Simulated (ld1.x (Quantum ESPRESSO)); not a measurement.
Reading a pseudo-wave (K)

Columns: radius, all-electron u(r) and pseudo u(r) of the 4s shell (level -2.95 eV) of potassium in the configuration [Ne] 3s2 3p6 3d0.5 4s0.5 4p0; LDA (PZ), scalar-relativistic, PAW scheme, ld1.x (Quantum ESPRESSO) 7.5.

```json
{"r (bohr)": "0.220", "all-electron": "-0.1154", "pseudo": "0.2580"}
{"r (bohr)": "0.440", "all-electron": "-0.0259", "pseudo": "0.4570"}
{"r (bohr)": "0.660", "all-electron": "0.1397", "pseudo": "0.5560"}
{"r (bohr)": "0.880", "all-electron": "0.2106", "pseudo": "0.5435"}
{"r (bohr)": "1.100", "all-electron": "0.1901", "pseudo": "0.4382"}
{"r (bohr)": "1.320", "all-electron": "0.1161", "pseudo": "0.2781"}
{"r (bohr)": "1.540", "all-electron": "0.0196", "pseudo": "0.1060"}
{"r (bohr)": "1.760", "all-electron": "-0.0801", "pseudo": "-0.0463"}
{"r (bohr)": "1.980", "all-electron": "-0.1728", "pseudo": "-0.1651"}
{"r (bohr)": "2.200", "all-electron": "-0.2538", "pseudo": "-0.2534"}
{"r (bohr)": "2.420", "all-electron": "-0.3215", "pseudo": "-0.3215"}
{"r (bohr)": "2.640", "all-electron": "-0.3759", "pseudo": "-0.3759"}
{"r (bohr)": "2.860", "all-electron": "-0.4181", "pseudo": "-0.4181"}
{"r (bohr)": "3.080", "all-electron": "-0.4494", "pseudo": "-0.4494"}
{"r (bohr)": "3.300", "all-electron": "-0.4713", "pseudo": "-0.4713"}
{"r (bohr)": "3.520", "all-electron": "-0.4851", "pseudo": "-0.4851"}
{"r (bohr)": "3.740", "all-electron": "-0.4921", "pseudo": "-0.4921"}
{"r (bohr)": "3.960", "all-electron": "-0.4934", "pseudo": "-0.4934"}
{"r (bohr)": "4.180", "all-electron": "-0.4900", "pseudo": "-0.4900"}
{"r (bohr)": "4.400", "all-electron": "-0.4826", "pseudo": "-0.4826"}
{"r (bohr)": "4.620", "all-electron": "-0.4721", "pseudo": "-0.4721"}
{"r (bohr)": "4.840", "all-electron": "-0.4590", "pseudo": "-0.4590"}
{"r (bohr)": "5.060", "all-electron": "-0.4439", "pseudo": "-0.4439"}
{"r (bohr)": "5.280", "all-electron": "-0.4272", "pseudo": "-0.4272"}
{"r (bohr)": "5.500", "all-electron": "-0.4095", "pseudo": "-0.4095"}
{"r (bohr)": "5.720", "all-electron": "-0.3910", "pseudo": "-0.3910"}
```

Task: How many radial nodes do the two functions have?

Result: The all-electron 4s function has n − l − 1 = 3 (the table is too coarse to show those close to the nucleus); the pseudo-wave has 1, since 1 lower shell of the same l stays in the valence.

Task: At about which radius was the pseudo-wave matched?

Result: 2.50 bohr. The columns agree to 0.0005 from 2.20 bohr on; several derivatives are matched, so the curves merge somewhat inside the radius.

Task: Is the pseudo-wave norm-conserving?

Result: No, it belongs to a PAW set: the norm inside the radius is not constrained, and the difference is carried by the augmentation charge.
